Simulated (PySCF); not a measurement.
How methods differ on the ionisation energy of Gd

Gd [Xe] 4f7 5d1 6s2 [4f5/2^6 4f7/2^1 5d3/2^1, M_J = 2] → Gd⁺ [Xe] 4f7 5d1 6s1 [4f5/2^6 4f7/2^1 5d3/2^1 6s1/2^1, M_J = 5/2], as a difference of total energies. Calculation: PySCF 2.14, in x2c-TZVPall-2c with one added diffuse shell each of s, p, d, f type (12s12p11d5f1g, 147 functions); the two-component X2C-1e Hamiltonian. Correlated levels: [Ar] 3d10 frozen; the 18 highest virtual spinors dropped. "Screened" scales the spin-orbit matrix elements by Boettger's factors to mimic the two-electron term; Breit and QED terms are absent.

```
                    method  ionisation energy (eV)
           GHF (spin-free)                   4.928
          GMP2 (spin-free)                   5.953
 GHF (screened spin-orbit)                   4.939
GMP2 (screened spin-orbit)                   5.939
```

How much does correlation contribute at GMP2 (screened spin-orbit)?

5.939 − (4.939) = 1.000 eV, measured against GHF (screened spin-orbit).

The spin-free rows relax to the high-spin LS determinant and lack the spin-orbit shift.

The labels give the starting determinants; with spin-orbit coupling the two ends relaxed to ⟨J²⟩ = 9.46, ⟨L²⟩ = 6.77, ⟨S²⟩ = 20.40 and ⟨J²⟩ = 12.48, ⟨L²⟩ = 6.05, ⟨S²⟩ = 24.59.

MP2 underrates the near-degeneracy of ns² with np² in the lower species.

The determinant of Gd and of Gd⁺ mixes levels of different J (the jj label is only the starting occupation), so the difference between spin-free and spin-orbit rows is not the physical spin-orbit shift.

For comparison: 6.150 eV (measured; NIST Atomic Spectra Database, ionization energies).
